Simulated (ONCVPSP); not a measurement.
## Cutoff test, Lu, ONCV

ONCVPSP 4.0.1 input, shortened (lines: element, Z, core and valence counts, functional; n l f; lmax; l rc ep ncon nbas qcut; lloc lpopt rc5 dvloc0; l nproj debl; icmod fcfact rcfact), PBEsol, scalar-relativistic:

```
  Lu 71.00    9    6  -116133      upf
    1    0    2.00
    2    0    2.00
    2    1    6.00
    3    0    2.00
    3    1    6.00
    3    2   10.00
    4    0    2.00
    4    1    6.00
    4    2   10.00
    4    3   14.00
    5    0    2.00
    5    1    6.00
    5    2    1.00
    6    0    1.00
    6    1    1.00
    3
    0    1.65    0.00    4    8    6.90
    1    2.75    0.00    4    8    4.60
    2    3.40    0.00    3    6    5.30
    3    0.55    0.00    4    8   20.30
    4    5    0.55    1.00
    0    2    1.80
    1    2    3.20
    2    3    2.00
    3    1    3.90
    0    0.00    0.00
```

**Question.** For each optimised wave give the share of its norm inside rc, the residual kinetic energy above qcut (Ha) and the cutoffs (Ha) for errors of 10, 1, 0.1 and 0.01 mHa per electron.

**Answer.**

```json
{"wave": "5s", "norm inside rc": "0.885", "residual KE": "2.4e-05", "10 mHa": "14.7", "1 mHa": "18.7", "0.1 mHa": "22.0", "0.01 mHa": "40.2"}
{"wave": "6s", "norm inside rc": "0.041", "residual KE": "9.9e-06", "10 mHa": "11.1", "1 mHa": "16.5", "0.1 mHa": "20.5", "0.01 mHa": "24.0"}
{"wave": "5p", "norm inside rc": "0.985", "residual KE": "1.1e-05", "10 mHa": "6.4", "1 mHa": "8.1", "0.1 mHa": "9.3", "0.01 mHa": "11.7"}
{"wave": "6p", "norm inside rc": "0.074", "residual KE": "2.6e-06", "10 mHa": "4.5", "1 mHa": "6.7", "0.1 mHa": "8.4", "0.01 mHa": "9.8"}
{"wave": "5d", "norm inside rc": "0.751", "residual KE": "1.9e-08", "10 mHa": "5.7", "1 mHa": "7.4", "0.1 mHa": "8.8", "0.01 mHa": "10.1"}
{"wave": "d projector 2", "norm inside rc": "0.237", "residual KE": "3.0e-07", "10 mHa": "7.8", "1 mHa": "9.4", "0.1 mHa": "10.8", "0.01 mHa": "12.0"}
{"wave": "d projector 3", "norm inside rc": "0.178", "residual KE": "5.1e-06", "10 mHa": "9.8", "1 mHa": "11.5", "0.1 mHa": "13.0", "0.01 mHa": "14.3"}
{"wave": "4f", "norm inside rc": "0.409", "residual KE": "6.6e-02", "10 mHa": "583.5", "1 mHa": "886.0", "0.1 mHa": "1154.9", "0.01 mHa": "not reached"}
```

The occupied waves need 886 Ha and 1155 Ha for 1 and 0.1 mHa. Note: ghosts flagged at negative energy: s at -1150.7 eV, p at -954.5 eV, d at -131.3 eV; GHOST(+) flagged for p at 77.9 eV, s at 141.2 eV. A true bound ghost makes a file unfit for plane-wave use.
